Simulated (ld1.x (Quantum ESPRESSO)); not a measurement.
## tantalum: one change to a TM potential, before and after

tantalum (Ta), norm-conserving Troullier–Martins (Kleinman–Bylander form), made with ld1.x (Quantum ESPRESSO) 7.5 (BP86, scalar-relativistic). Core [Kr] 4d10 4f14 5s2, reference 5p6 5d4 6s1 6p0. Waves: 6s (bound): rc 2.85 bohr; 5d (bound): rc 1.70 bohr; 5p (bound): rc 1.95 bohr. Local part: the p channel. Core correction: none.

Change: wave 5p (bound): rc 1.95 bohr becomes 5p (bound): rc 1.84 bohr.

Cutoffs: the cutoffs (Ry, on a coarse ladder) from which the occupation-weighted sum of valence levels, in a spherical-Bessel basis at the reference potential, stays within 10 and 1 mRy of its value at 400 Ry; they do not see the model core or the augmentation charge, which bear on the density cutoff. Errors are all-electron minus pseudo energies relative to the spin-unpolarised reference configuration.

Question: What does the change do?

Answer: The potential gets neither clearly harder nor softer (35 Ry and 45 Ry → 35 Ry and 50 Ry); both files keep a bound ghost (s); of the 6 tests that both files solve, the error grows in 1 and shrinks in 3 by more than 15 % and 0.3 meV (median size 15.0 → 12.6 meV).

| quantity | base | changed |
| --- | --- | --- |
| cutoff, loose | 35 Ry | 35 Ry |
| cutoff, tight | 45 Ry | 50 Ry |
| bound ghosts | s | s |
| tests counted (converged, no solver errors) | 6 of 7 | 6 of 7 |
| error for 5p6 5d3 6s2 6p0, meV [ΔE -2.11 eV] | -12 | -13 |
| error for 5p6 5d3 6s1 6p0, meV [ΔE 6.53 eV] | -2.0 | -2.7 |
| error for 5p6 5d3 6s0 6p0, meV [ΔE 21.69 eV] | +1.3 | +1.3 |
| error for 5p6 5d3 6s0 6p1, meV [ΔE 11.66 eV] | +201 | +163 |
| error for 5p6 5d3 6s0 6p2, meV [ΔE 6.56 eV] | +284 | +230 |
| error for 5p6 5d1 6s0 6p0, meV [ΔE 80.53 eV] | +18 | +12 |
| s: phases at 3.09 bohr within 0.05 rad from the reference energy up to (Ry; the scan ends near 5) | 2.4 | 2.5 |
| p: phases at 3.09 bohr within 0.05 rad from the reference energy up to (Ry; the scan ends near 5) | -0.1 | -0.1 |
| d: phases at 3.09 bohr within 0.05 rad from the reference energy up to (Ry; the scan ends near 5) | to the end of the scan | to the end of the scan |

Base: Tests not counted: 5p5 5d3 6s2 6p0 (solver errors, printed error -118 eV). These tests converged, but a pseudo level misses the all-electron one widely, so the file describes the atom poorly there or has found another state: 5p6 5d1 6s0 6p0: empty 6s by 7.0 eV (a node warning on the way). ld1.x printed “convergence not achieved” for 2 of the counted tests; their residual had stalled under 1e-8, short of the target of 1e-14. Changed file: Tests not counted: 5p5 5d3 6s2 6p0 (solver errors, printed error -111 eV). ld1.x printed “convergence not achieved” for 2 of the counted tests; their residual had stalled under 1e-8, short of the target of 1e-14. A true bound ghost makes a file unfit for plane-wave use even where its test errors are small: the radial tests pick states by their node count and pass the ghost by. Where a test does run into it, the solver fails or the error is huge.
